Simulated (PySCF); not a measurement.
Cl$_{2}$Ni (SMILES [Cl][Ni][Cl]), triplet, geometry from GFN2-xTB (such geometries of metal compounds can be far from the true shape). Base run: HF/6-31G run with PySCF.

Here is a job for PySCF.
```python
from pyscf import gto, scf, solvent

mol = gto.Mole()
mol.atom = '''
    Ni    0.00000000    0.00000000    0.00000000
    Cl    0.00000000    0.00000000    1.93482717
    Cl   -0.00000000   -0.00000000   -1.93482717
'''
mol.basis = '6-31g'
mol.spin = 2
mol.verbose = 4
mol.build()

mf = scf.UHF(mol)
mf.kernel()
mf.analyze()
```

The base run was repeated with changes; each row names its change, and settings that it needs were set with it.

| change | ΔE vs base (kcal/mol) |
|---|---|
| base | 0.000 |
| model = SS(V)PE; solvent = methanol | -162.9 |
| model = COSMO; solvent = methanol | -163.1 |
| model = IEF-PCM; solvent = methanol; lebedev_order = 11 | -163.0 |
| model = ddCOSMO; solvent = methanol | -175.9 |
| model = IEF-PCM; solvent = methanol; vdw_scale = 1.1 | -170.1 |
| model = IEF-PCM; solvent = methanol; r_probe = 0.5 | -1.60 |
| model = C-PCM; solvent = methanol | -163.4 |
| model = IEF-PCM; solvent = methanol | -163.1 |
| model = IEF-PCM; solvent = methanol; vdw_scale = 1.4 | -2.17 |
| model = IEF-PCM; solvent = chloroform | -3.14 |
| model = IEF-PCM; solvent = acetonitrile | -163.2 |

The base is the gas phase, so ΔE is the electrostatic part of solvation at a fixed geometry, without cavity and dispersion terms.

Open shells are given as the SCF converged; they aren't shown to be the lowest states, and a large step between rows can be another state.
